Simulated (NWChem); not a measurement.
System: CsCl; SMILES [Cl][Cs]

The following NWChem deck was run.

```
start job
memory heap 200 mb stack 700 mb global 900 mb
geometry units angstroms noautoz
  Cs     0.000000     0.000000    -0.709766
  Cl     0.000000     0.000000     2.230299
end
basis spherical
  Cs library def2-tzvpp
  Cl library def2-tzvpp
end
ecp
  Cs library def2-ecp
end
dft
  xc xpbe96 cpbe96
  iterations 150
  mulliken
end
task dft gradient
```

Output (shortened):

```
             Northwest Computational Chemistry Package (NWChem) 7.3.0
             --------------------------------------------------------

 ORDER OF PRIMARY AXIS IS BEING SET TO 4
 C4V symmetry detected

                             Geometry "geometry" -> ""
                             -------------------------

 Output coordinates in angstroms (scale by  1.889725989 to convert to a.u.)

  No.       Tag          Charge          X              Y              Z
 ---- ---------------- ---------- -------------- -------------- --------------
    1 Cs                  55.0000     0.00000000     0.00000000    -0.69418201
    2 Cl                  17.0000     0.00000000     0.00000000     2.24588299

 Effective nuclear repulsion energy (a.u.)     168.2890438867

      Symmetry information
      --------------------

 Group name             C4v
 Group number             18
 Group order               8
 No. of unique centers     2

 Summary of "ao basis" -> "ao basis" (spherical)
 ------------------------------------------------------------------------------
       Tag                 Description            Shells   Functions and Types
 ---------------- ------------------------------  ------  ---------------------
 Cs                        def2-tzvpp               12       36   5s3p3d1f
 Cl                        def2-tzvpp               14       42   5s5p3d1f

      Symmetry analysis of basis
      --------------------------

        a1         26
        a2          0
        b1          8
        b2          8
        e          36

            General Information
            -------------------
          SCF calculation type: DFT
          Wavefunction type:  closed shell.
          No. of atoms     :     2
          No. of electrons :    26
           Alpha electrons :    13
            Beta electrons :    13
          Charge           :     0
          Spin multiplicity:     1
          Use of symmetry is: on ; symmetry adaption is: on
          Maximum number of iterations: 150
          AO basis - number of functions:    78
                     number of shells:    26
          Convergence on energy requested:  1.00D-06
          Convergence on density requested:  1.00D-05
          Convergence on gradient requested:  5.00D-04

              XC Information
              --------------
          PerdewBurkeErnzerhof Exchange Functional  1.000
            Perdew 1991 LDA Correlation Functional  1.000 local
           PerdewBurkeErnz. Correlation Functional  1.000 non-local

             Grid Information
             ----------------
          Grid used for XC integration:  medium
          Radial quadrature: Mura-Knowles
          Angular quadrature: Lebedev.
          Tag              B.-S. Rad. Rad. Pts. Rad. Cut. Ang. Pts.
          ---              ---------- --------- --------- ---------
          Cs                  2.60      123          14.0       590
          Cl                  1.00       88          12.0       590
          Grid pruning is: on
          Number of quadrature shells:   211
          Spatial weights used:  Erf1

      Superposition of Atomic Density Guess
      -------------------------------------

 Sum of atomic energies:        -482.08536141

      Non-variational initial energy
      ------------------------------

 Total energy =    -479.201952
 1-e energy   =    -722.428437
 2-e energy   =     215.688278
 HOMO         =      -0.430829
 LUMO         =      -0.045487

      Symmetry analysis of molecular orbitals - initial
      -------------------------------------------------

 !! scf_movecs_sym_adapt:   16 vectors were symmetry contaminated

  Symmetry fudging

 !! scf_movecs_sym_adapt:   16 vectors were symmetry contaminated

  Numbering of irreducible representations:

     1 a1          2 a2          3 b1          4 b2          5 e

  Orbital symmetries:

     1 a1          2 a1          3 a1          4 e           5 e
     6 a1          7 a1          8 a1          9 e          10 e
    11 e          12 e          13 a1         14 a1         15 e
    16 e          17 a1         18 b2         19 b1         20 e
    21 e          22 a1         23 a1

     ---------------------------------------------
      Total Density - Mulliken Population Analysis
     ---------------------------------------------

    Atom       Charge   Shell Charges
 -----------   ------   -------------------------------------------------------
    1 Cs   9     8.06  -0.31  1.54  0.78  0.02  0.00  5.40  0.59  0.01  0.02  0.01  0.00  0.00
    2 Cl  17    17.94   2.01  0.45  1.52  1.13  0.88  4.20  1.68  1.18  3.14  1.75  0.00  0.00  0.01  0.00

   convergence    iter        energy       DeltaE   RMS-Dens  Diis-err
 ---------------- ----- ----------------- --------- --------- ---------
 d= 0,ls=0.0,diis     1   -480.2119449420 -5.08D+02  3.08D-02  8.15D-01
 d= 0,ls=0.0,diis     2   -479.7488699132  4.63D-01  2.78D-02  2.91D+00
 d= 0,ls=0.0,diis     3   -480.2514459334 -5.03D-01  3.68D-03  9.41D-02
 d= 0,ls=0.0,diis     4   -480.2671974392 -1.58D-02  8.21D-04  3.05D-03
 d= 0,ls=0.0,diis     5   -480.2673067320 -1.09D-04  2.77D-04  8.25D-04

 !! scf_movecs_sym_adapt:    2 vectors were symmetry contaminated

  Symmetry fudging
  Resetting Diis
 d= 0,ls=0.0,diis     6   -480.2674303517 -1.24D-04  9.52D-05  8.49D-05
 d= 0,ls=0.0,diis     7   -480.2674448648 -1.45D-05  2.70D-05  1.46D-06
 d= 0,ls=0.0,diis     8   -480.2674447544  1.10D-07  1.46D-05  2.49D-06
 d= 0,ls=0.0,diis     9   -480.2674450481 -2.94D-07  2.24D-06  2.77D-08

         Total DFT energy =     -480.267445048060
      One electron energy =     -726.076236318383
           Coulomb energy =      249.606432165713
    Exchange-Corr. energy =      -31.335848076849
 Nuclear repulsion energy =       27.538207181458

 Numeric. integr. density =       26.000000082017

                  Occupations of the irreducible representations
                  ----------------------------------------------

                     irrep           alpha         beta
                     --------     --------     --------
                     a1                7.0          7.0
                     a2                0.0          0.0
                     b1                0.0          0.0
                     b2                0.0          0.0
                     e                 6.0          6.0

                       DFT Final Molecular Orbital Analysis
                       ------------------------------------

 Vector   11  Occ=2.000000D+00  E=-1.774015D-01  Symmetry=a1
              MO Center= -7.5D-16,  2.2D-16,  2.0D+00, r^2= 2.1D+00
   Bfn.  Coefficient  Atom+Function         Bfn.  Coefficient  Atom+Function
  ----- ------------  ---------------      ----- ------------  ---------------
    53      0.497523  2 Cl pz                56      0.394218  2 Cl pz
    50      0.240369  2 Cl pz                44     -0.199610  2 Cl pz
     2      0.192517  1 Cs s                  8      0.178211  1 Cs pz
     4     -0.145869  1 Cs s                 17     -0.102076  1 Cs d  0
    47     -0.090328  2 Cl pz                 1     -0.073896  1 Cs s

 Vector   12  Occ=2.000000D+00  E=-1.731976D-01  Symmetry=e
              MO Center= -2.6D-15, -2.5D-15,  2.2D+00, r^2= 1.5D+00
   Bfn.  Coefficient  Atom+Function         Bfn.  Coefficient  Atom+Function
  ----- ------------  ---------------      ----- ------------  ---------------
    51      0.384689  2 Cl px                52      0.308770  2 Cl py
    54      0.308025  2 Cl px                55      0.247235  2 Cl py
    48      0.192129  2 Cl px                42     -0.156782  2 Cl px
    49      0.154212  2 Cl py                43     -0.125841  2 Cl py
    45     -0.071678  2 Cl px                46     -0.057532  2 Cl py

 Vector   13  Occ=2.000000D+00  E=-1.731976D-01  Symmetry=e
              MO Center= -4.7D-16,  6.8D-16,  2.2D+00, r^2= 1.5D+00
   Bfn.  Coefficient  Atom+Function         Bfn.  Coefficient  Atom+Function
  ----- ------------  ---------------      ----- ------------  ---------------
    52      0.384689  2 Cl py                51     -0.308770  2 Cl px
    55      0.308025  2 Cl py                54     -0.247235  2 Cl px
    49      0.192129  2 Cl py                43     -0.156782  2 Cl py
    48     -0.154212  2 Cl px                42      0.125841  2 Cl px
    46     -0.071678  2 Cl py                45      0.057532  2 Cl px

 Vector   14  Occ=0.000000D+00  E=-5.839358D-02  Symmetry=a1
              MO Center= -1.1D-13,  1.2D-13, -1.7D+00, r^2= 1.0D+01
   Bfn.  Coefficient  Atom+Function         Bfn.  Coefficient  Atom+Function
  ----- ------------  ---------------      ----- ------------  ---------------
     4      0.892104  1 Cs s                  2     -0.407576  1 Cs s
    14     -0.265577  1 Cs pz                 5      0.194917  1 Cs s
     8      0.163624  1 Cs pz                 3     -0.162058  1 Cs s
     1      0.160895  1 Cs s                 41     -0.088180  2 Cl s
    56      0.071214  2 Cl pz                11     -0.067216  1 Cs pz

 Vector   15  Occ=0.000000D+00  E=-1.236350D-02  Symmetry=e
              MO Center= -3.2D-14, -3.8D-14, -2.1D+00, r^2= 1.6D+01
   Bfn.  Coefficient  Atom+Function         Bfn.  Coefficient  Atom+Function
  ----- ------------  ---------------      ----- ------------  ---------------
    12      0.607319  1 Cs px                13      0.579068  1 Cs py
    23      0.209725  1 Cs d  1              21     -0.199969  1 Cs d -1
    28      0.187628  1 Cs d  1              26     -0.178900  1 Cs d -1
     6     -0.165533  1 Cs px                 7     -0.157833  1 Cs py
    18      0.098358  1 Cs d  1              16     -0.093783  1 Cs d -1

 Vector   16  Occ=0.000000D+00  E=-1.236350D-02  Symmetry=e
              MO Center=  3.9D-14, -5.2D-14, -2.1D+00, r^2= 1.6D+01
   Bfn.  Coefficient  Atom+Function         Bfn.  Coefficient  Atom+Function
  ----- ------------  ---------------      ----- ------------  ---------------
    13     -0.607319  1 Cs py                12      0.579068  1 Cs px
    21      0.209725  1 Cs d -1              23      0.199969  1 Cs d  1
    26      0.187628  1 Cs d -1              28      0.178900  1 Cs d  1
     7      0.165533  1 Cs py                 6     -0.157833  1 Cs px
    16      0.098358  1 Cs d -1              18      0.093783  1 Cs d  1

     ---------------------------------------------
      Total Density - Mulliken Population Analysis
     ---------------------------------------------

    Atom       Charge   Shell Charges
 -----------   ------   -------------------------------------------------------
    1 Cs   9     8.31  -0.33  1.65  0.68  0.06 -0.01  5.39  0.60  0.03  0.08  0.13  0.02  0.00
    2 Cl  17    17.69   2.01  0.43  1.53  1.11  0.90  4.19  1.66  1.14  2.73  1.98  0.00  0.00  0.01  0.00

     -------------------------------------------
      Total Density - Lowdin Population Analysis
     -------------------------------------------

    Atom       Charge   Shell Charges
 -----------   ------   -------------------------------------------------------
    1 Cs   9     8.53   0.01  0.99  0.92  0.12  0.03  4.71  1.27  0.09  0.08  0.25  0.05  0.00
    2 Cl  17    17.47   1.98  0.84  1.14  0.96  0.91  3.93  1.90  1.26  2.57  1.98  0.00  0.00  0.01  0.00

     Multipole analysis of the density
     ---------------------------------

     L   x y z        total         alpha         beta         nuclear
     -   - - -        -----         -----         ----         -------
     0   0 0 0      0.000000    -13.000000    -13.000000     26.000000

     1   1 0 0     -0.000000     -0.000000     -0.000000      0.000000
     1   0 1 0      0.000000      0.000000      0.000000      0.000000
     1   0 0 1     -3.906991    -32.125213    -32.125213     60.343434

     2   2 0 0    -24.840653    -12.420326    -12.420326      0.000000
     2   1 1 0      0.000000      0.000000      0.000000      0.000000
     2   1 0 1     -0.000000     -0.000000     -0.000000      0.000000
     2   0 2 0    -24.840653    -12.420326    -12.420326      0.000000
     2   0 1 1     -0.000000     -0.000000     -0.000000      0.000000
     2   0 0 2    -36.941959   -179.320348   -179.320348    321.698738

            General Information
            -------------------
          SCF calculation type: DFT
          Wavefunction type:  closed shell.
          No. of atoms     :     2
          No. of electrons :    26
           Alpha electrons :    13
            Beta electrons :    13
          Charge           :     0
          Spin multiplicity:     1
          Use of symmetry is: on ; symmetry adaption is: on
          Maximum number of iterations: 150
          AO basis - number of functions:    78
                     number of shells:    26
          Convergence on energy requested:  1.00D-06
          Convergence on density requested:  1.00D-05
          Convergence on gradient requested:  5.00D-04

              XC Information
              --------------
          PerdewBurkeErnzerhof Exchange Functional  1.000
            Perdew 1991 LDA Correlation Functional  1.000 local
           PerdewBurkeErnz. Correlation Functional  1.000 non-local

             Grid Information
             ----------------
          Grid used for XC integration:  medium
          Radial quadrature: Mura-Knowles
          Angular quadrature: Lebedev.
          Tag              B.-S. Rad. Rad. Pts. Rad. Cut. Ang. Pts.
          ---              ---------- --------- --------- ---------
          Cs                  2.60      123          14.0       590
          Cl                  1.00       88          12.0       590
          Grid pruning is: on
          Number of quadrature shells:   211
          Spatial weights used:  Erf1

          Convergence Information
          -----------------------
          Convergence aids based upon iterative change in
          total energy or number of iterations.
          Levelshifting, if invoked, occurs when the
          HOMO/LUMO gap drops below (HL_TOL):  1.00D-02
          DIIS, if invoked, will attempt to extrapolate
          using up to (NFOCK): 10 stored Fock matrices.

                    Damping( 0%)  Levelshifting(0.5)       DIIS
                  --------------- ------------------- ---------------
          dE  on:    start            ASAP                start
          dE off:    2 iters        150 iters           150 iters

                            NWChem DFT Gradient Module
                            --------------------------

  charge          =   0.00
  wavefunction    = closed shell

  Using symmetry

                         DFT ENERGY GRADIENTS

    atom               coordinates                        gradient
                 x          y          z           x          y          z
   1 Cs      0.000000   0.000000  -1.311814    0.000000   0.000000  -0.002397
   2 Cl      0.000000   0.000000   4.244103    0.000000   0.000000   0.002397
```

Level: PBE/def2-TZVPP with def2 effective core potentials on Cs. Coordinates come from a PBE-D3(BJ)/def2-SVP optimisation. def2 effective core potentials on Cs; no spin-orbit coupling.
